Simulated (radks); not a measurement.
Values are calculated unless marked as measured or tabulated.
Problem. Si II, 13 electrons, occupied as [Ne] 3s2 3p1. Level of theory: scalar-relativistic Kohn-Sham, SCAN, spin-polarised, spherical densities, finite nucleus; open shells are filled with parallel spins first; meta-GGA in the generalised Kohn-Sham scheme; Fermi nuclear charge, rms radius 3.1224 fm (a radial shooting solver on a logarithmic mesh with Libxc functionals). Some entries of the table are withheld. Estimate them.

orbital  occ.  eigenvalue (eV)  r(max) (bohr)  <1/r> (bohr^-1)
1s up       1        -1806.976        0.07264            13.64
1s down     1        -1806.839        0.07263            13.64
2s up       1              (1)         0.4534            2.594
2s down     1              (2)         0.4536            2.592
2p up       3        -107.3209         0.3883            2.465
2p down     3        -107.1554         0.3886            2.464
3s up       1         -20.0322          1.763           0.6470
3s down     1         -18.5330          1.740           0.6522
3p up       1         -12.1852          2.025           0.5446

Solution. 
(1) 2s up eigenvalue (eV): -153.1294
(2) 2s down eigenvalue (eV): -153.0426
